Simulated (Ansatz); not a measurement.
The cluster B5Cl3. Charge 0, multiplicity 1. Geometry B3LYP-D4/def2-SVP, basis def2-TZVP, Ansatz.

```xyz
8

B     0.043   -0.526   -1.453
B     1.093   -1.085   -0.469
B    -0.029    0.079    0.150
B     1.382   -0.835    1.006
B    -1.127    0.434   -1.542
Cl    1.884   -0.718    2.630
Cl   -2.438    1.496   -1.679
Cl   -0.807    1.153    1.357
```

| run | HOMO (eV) | LUMO (eV) |
| --- | --- | --- |
| A | -9.18 | -1.63 |
| B | -8.84 | -1.60 |
| C | -5.88 | -4.23 |
| D | -7.91 | -2.51 |
| E | -5.71 | -4.32 |
| F | -6.73 | -3.60 |

LC-ωPBE has ω = 0.4 bohr⁻¹. Another isomer (singlet) lies 0.52 eV lower at PBE0-D4/def2-TZVP; other spin states weren't run for this one.

Q: The runs used CAM-B3LYP, LC-ωPBE, PBE, PBE0, r2SCAN, ωB97X-V. Estimate which is which.

A: A LC-ωPBE (range-separated); B ωB97X-V (range-separated); C r2SCAN (0 % exact exchange); D CAM-B3LYP (range-separated); E PBE (0 % exact exchange); F PBE0 (25 % exact exchange). Exact exchange lowers occupied and raises empty levels; among semilocal functionals meta-GGAs tend to open the gap a little, and such runs are hard to tell apart. The gap grows from 1.38 eV (PBE) to 7.55 eV (LC-ωPBE).
